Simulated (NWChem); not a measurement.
System: BF cation, doublet

The following NWChem deck was run.

```
start job
memory heap 200 mb stack 900 mb global 1100 mb
charge 1
geometry units angstroms noautosym nocenter noautoz
  B      0.000000     0.000000    -0.777302
  F      0.000000     0.000000     0.435094
end
basis spherical
  B library iglo-ii
  F library iglo-ii
end
dft
  odft
  mult 2
  xc xcamb88 1.00 lyp 0.81 vwn_5 0.19 hfexch 1.00
  cam 0.33 cam_alpha 0.19 cam_beta 0.46
  iterations 150
end
property
  hyperfine
end
task dft property
```

The geometry was optimised at PBE0-D3(BJ)/def2-TZVP, spin-unrestricted. No stability test was run on the SCF state.

Fermi-contact couplings, non-relativistic, static geometry.

Atoms are numbered as in the input.

**Question.** Give the results of this calculation. (CAM-B3LYP/IGLO-II, spin-unrestricted, contact and dipolar terms.) Quantities: A(iso) 11B atom 1 (MHz); A(iso) 19F atom 2 (MHz); <S²>.

**Answer.** 
```json
{
 "A(iso) 11B atom 1 (MHz)": "1787",
 "A(iso) 19F atom 2 (MHz)": "285",
 "<S²>": "0.752"
}
```
